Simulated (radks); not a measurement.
Problem. Species: La I. Configuration: [Xe] 5d1 6p2 (not the ground configuration). Calculated with a radial shooting solver on a logarithmic mesh with Libxc functionals: Dirac Kohn-Sham, PBE, spin-unpolarised, spherical densities, finite nucleus; open shells fill j = l - 1/2 first; Fermi nuclear charge, rms radius 4.855 fm.

Spin-orbit splittings of the eigenvalues, e(l+1/2) - e(l-1/2), with zeta = 2 splitting/(2l+1) and mean radii in bohr:

| shell | occ. | splitting (eV) | zeta (eV) | <r> j=l-1/2 | <r> j=l+1/2 |
|---|---|---|---|---|---|
| 2p | 6 | 413.1 | 275.4 | 0.08991 | 0.09601 |
| 3p | 6 | 80.52 | 53.68 | 0.2747 | 0.2867 |
| 3d | 10 | 17.23 | 6.890 | 0.2577 | 0.2615 |
| 4p | 6 | ? | ? | 0.6746 | 0.7015 |
| 4d | 10 | 2.974 | 1.189 | 0.7620 | 0.7716 |
| 5p | 6 | 2.521 | 1.681 | 1.744 | 1.822 |
| 5d | 1 | 0.2084 | 0.08336 | 2.814 | 2.872 |
| 6p | 2 | 0.1942 | 0.1295 | 5.477 | 5.705 |

Estimate the 4p splitting.

Solution. 17.13 eV (zeta = 11.42 eV).
